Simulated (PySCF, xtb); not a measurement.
In(OH)(SH)2 (H₃InOS₂), SMILES [OH][In]([SH])[SH].

xtb with GFN2-xTB at its own geometry gives an orbital gap of 2.33 eV and a dipole moment of 2.20 D.

Geometry optimised at B3LYP-D3(BJ)/def2-SVP. The structure was generated by enumeration; whether it is a known compound was not checked. The def2 effective core potentials stand for the cores of In; spin–orbit coupling is left out. One conformer was computed; it need not be the lowest.

**Question.** What does PySCF with PBE/def2-TZVP give? (The exact figures need the calculation; the answer reports its results.)

**Answer.** gap 3.51 eV (levels -6.39 and -2.88 eV), dipole 1.78 D.
